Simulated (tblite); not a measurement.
A tight-binding relaxation on `ClC[Si@@H]1C[SiH2][C@H]1Br`.

Computed with GFN2-xTB geometry optimisation, gas phase (tblite 0.8.0). Start geometry: from a force field or distance geometry. A driver script takes a list of jobs; this job's settings line and coordinates (Å) are shown.

Command:
```bash
OMP_NUM_THREADS=1 python probes_run.py task.json out
```

Input:
```
{"job": {"kind": "relax", "xc": "GFN2-xTB", "basis": "xTB"}, "charge": 0, "multiplicity": 1}
Cl    -2.534300     0.064000     1.353300
C     -2.108500    -0.704400    -0.192600
Si    -0.330800    -0.471200    -0.559700
C      0.830500    -0.881300     0.856300
Si     1.846100     0.615700     0.286900
C      0.218200     1.343000    -0.428200
Br     0.406000     2.258800    -2.103700
H     -2.743300    -0.276000    -0.950300
H     -2.354800    -1.771500    -0.090400
H      0.074100    -1.132600    -1.823600
H      1.342900    -1.849400     0.782500
H      0.405400    -0.762700     1.864700
H      2.416400     1.402700     1.410800
H      2.854800     0.244100    -0.754800
H     -0.327000     1.928700     0.326900
```

Output:
```
step      E/eV     max force
  0    -613.11065    1.805
  1    -613.21388    0.856
  2    -613.27524    0.528
  3    -613.31787    0.746
  4    -613.35492    0.634
  5    -613.38095    0.432
  6    -613.39957    0.283
  7    -613.40920    0.192
  8    -613.41405    0.204
  9    -613.41807    0.190
... (90 lines left out)
100    -613.53356    0.020
101    -613.53361    0.022
102    -613.53365    0.014
103    -613.53368    0.012
104    -613.53371    0.013
105    -613.53373    0.017
106    -613.53377    0.019
107    -613.53383    0.015
108    -613.53388    0.013
109    -613.53391    0.009
```

«max force» is the largest atomic force in eV/Å.

Problem. From which step on does the largest force stay under 0.1 eV/Å, and how much energy is left to gain from there?

Solution. From step 64 (0.085 eV/Å), 7.5 meV above the end.

Summary of the converged run: energy lowered by 9.8 kcal/mol over 109 steps; largest atomic force 0.009 eV/Å at the end.

Problem. Where do the atoms end?

Solution. 0.795 Å rms from the input after alignment:
```
atom  x, y, z in Å
Cl1   -1.9693    0.2952    1.6942
C2    -2.1267   -0.5665    0.1416
Si3   -0.4281   -0.5636   -0.7297
C4     0.9899   -1.0556    0.4600
Si5    1.5900    0.7615    0.6651
C6     0.3266    1.2071   -0.7330
Br7    1.2422    1.5703   -2.4388
H8    -2.9015   -0.0585   -0.4257
H9    -2.4695   -1.5708    0.3706
H10   -0.5526   -1.2259   -2.0292
H11    1.7327   -1.6991   -0.0031
H12    0.6814   -1.5467    1.3779
H13    1.2352    1.3884    1.9337
H14    2.9750    1.0121    0.2797
H15   -0.3297    2.0599   -0.5850
```

On an Arm Neoverse V1 with one thread, no GPU, shared host with 32 logical CPUs at a one-minute load of 7.3, this took 1.0 s of wall time.
Labels such as C1 count atoms from 1, the log's own numbers from 0.
